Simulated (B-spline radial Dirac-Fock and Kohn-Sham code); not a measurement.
# Neutral tungsten: differential elastic cross section for electrons at 5 keV

Model: relativistic (Dirac) partial waves in the static field of the Dirac-Fock atom with Furness-McCarthy exchange, without polarisation or absorption potentials. Program: a radial atomic solver.

Input file task.json (cfg lists n, l and occupation; rrms is the nuclear radius in fm):

```json
{"items": [{
  "Z": 74,
  "q": 0,
  "cfg": [[1, 0, 2], [2, 0, 2], [2, 1, 6], [3, 0, 2], [3, 1, 6], [3, 2, 10], [4, 0, 2], [4, 1, 6], [4, 2, 10], [4, 3, 14], [5, 0, 2], [5, 1, 6], [5, 2, 4], [6, 0, 2]],
  "A": 184,
  "rrms": 5.3658,
  "do": "elastic",
  "energies": [[5000.0, 0]],
  "theta": [0, 0.5, 1, 2, 4, 8, 12, 16, 24, 32, 45, 60, 75, 90, 105, 120, 135, 150, 165, 180]
}]}
```

Launch: `python xray2_run.py task.json out`

```
θ (°)  dσ/dΩ (a₀²/sr)  Sherman function
    0             296             0.000
  0.5             284             0.000
    1             253             0.000
    2             167             0.000
    4            57.7             0.000
    8            10.5             0.000
   12            3.27             0.000
   16            1.43             0.002
   24           0.451             0.010
   32           0.214             0.009
   45          0.0896            -0.032
   60          0.0470            -0.039
   75          0.0293             0.069
   90          0.0181             0.172
  105          0.0119             0.073
  120          0.0132            -0.180
  135          0.0232            -0.191
  150          0.0385            -0.116
  165          0.0524            -0.052
  180          0.0580             0.000
```

The total elastic cross section is 4.51 a₀², the first transport cross section 0.392 a₀² and the second, weighted with (3/2) sin²θ, 0.515 a₀². The mean deflection is ⟨1 − cos θ⟩ = 0.0869, and 3.0 % of the collisions scatter beyond 90°.

On this grid of angles the cross section has a minimum near 105°.

Phase shifts modulo π (rad) for κ = −1 to −5: 1.271, -0.496, 1.228, 0.125, -0.665.

Values without a named source are computed, but for edge energies of neutral atoms, which are taken from tables.
